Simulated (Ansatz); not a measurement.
`C=CCC(C#N)(C#N)C#N` and `N#CC(C#N)(C#N)C#N` differ in one atom or group.

Ansatz, PBE0-D4/def2-TZVP geometries, multiplicity 1. Each molecule was computed in one conformer, which needn't be the lowest.

```csv
property,`C=CCC(C#N)(C#N)C#N`
size of the dipole moment (ωB97M-V/def2-TZVPP) / D,4.13
LUMO energy (B3LYP/def2-TZVPP) / eV,-1.53
size of the dipole moment (PBE/def2-TZVPP) / D,4.07
HOMO–LUMO gap (ωB97M-V/def2-TZVPP) / eV,11.84
HOMO–LUMO gap (B3LYP/def2-TZVPP) / eV,6.94
HOMO energy (PBE0/def2-TZVPP) / eV,-8.71
```

**Question.** Give the same properties after the change, and the shifts. (Best estimate.)

**Answer.** Computed: 
```json
{"property": "size of the dipole moment (ωB97M-V/def2-TZVPP) / D", "`N#CC(C#N)(C#N)C#N`": "0.00", "shift": "-4.13"}
{"property": "LUMO energy (B3LYP/def2-TZVPP) / eV", "`N#CC(C#N)(C#N)C#N`": "-2.23", "shift": "-0.70"}
{"property": "size of the dipole moment (PBE/def2-TZVPP) / D", "`N#CC(C#N)(C#N)C#N`": "0.00", "shift": "-4.07"}
{"property": "HOMO–LUMO gap (ωB97M-V/def2-TZVPP) / eV", "`N#CC(C#N)(C#N)C#N`": "14.04", "shift": "2.20"}
{"property": "HOMO–LUMO gap (B3LYP/def2-TZVPP) / eV", "`N#CC(C#N)(C#N)C#N`": "8.89", "shift": "1.95"}
{"property": "HOMO energy (PBE0/def2-TZVPP) / eV", "`N#CC(C#N)(C#N)C#N`": "-11.41", "shift": "-2.70"}
```

With PBE0 the HOMO falls by 2.70 eV and the LUMO falls by 0.68 eV, so the gap widens by about 2.02 eV. PBE moves the HOMO by -2.42 eV and ωB97M-V by -2.77 eV. The zero-point energy changes by -166.6 kJ/mol with -18 modes.

Positive LUMOs are unbound, so they and the gaps depend on the basis.

B3LYP here is the variant with VWN-RPA as its local correlation; programs differ in this.
